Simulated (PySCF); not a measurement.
Compound: C₉H₈.
Numbering: `[CH:1]#[C:2][CH2:3][C:4]1=[CH:5][C@@H:6]2[CH:7]=[CH:8][C@H:9]12`

Definitions: NICS(0) = −σiso at the ring centroid; NICS(1) = −σiso and NICS(1)zz = −σzz at ±1 Å along the ring normal z. Level: GIAO PBE0/pcSseg-1 (PySCF, non-relativistic, gas phase) on the GFN2-xTB geometry, one conformer.

Ring bond lengths (Å), with Mayer bond orders in brackets: C4–C5 1.332 (1.79), C5–C6 1.513 (0.99), C6–C9 1.557 (0.97), C9–C4 1.517 (0.98); C6–C7 1.513 (0.99), C7–C8 1.329 (1.80), C8–C9 1.511 (0.99), C9–C6 1.557 (0.97).

Task: Give the NICS values of each ring in ppm.

Result: 
```tsv
ring	type	NICS(0)	NICS(1), two faces	NICS(1)zz, two faces	rms pucker (Å)	centre to ring atoms, mean (Å)
C4–C5–C6–C9	4-membered carbocycle; formal bonds 1 double, 3 single	-3.0	-2.8 / -2.5	-1.8 / -3.8	0.00	1.05
C6–C7–C8–C9	4-membered carbocycle; formal bonds 1 double, 3 single	-1.4	-2.5 / -2.3	-4.1 / -1.4	0.00	1.04
```

Task: What can be read from them?

Result: 
- C4–C5–C6–C9: mean NICS(1)zz -2.8 ppm, near zero. C6, C9 have four or more neighbours, so the value isn't read as a sign of a π ring current.
- C6–C7–C8–C9: mean NICS(1)zz -2.7 ppm, near zero. C6, C9 have four or more neighbours; no verdict on aromaticity is drawn.

Task: What is the mean of the two in-plane components of NICS at the first NICS(1) probe listed for ring C4–C5–C6–C9, 1 Å off the ring?

Result: The isotropic value is a third of the trace: (3 × -2.8 − (-1.8))/2 = -3.3 ppm.

Hardware: Arm Neoverse N1, one thread (shared host). Cost: 46 s of wall time. This is the whole shielding run at PBE0/pcSseg-1, SCF included.

Shape of the structure used: `[CH:1]#[C:2][CH2:3][C:4]1=[CH:5][C@@H:6]2[CH:7]=[CH:8][C@H:9]12`: C2–C3–C4–C5 118°.
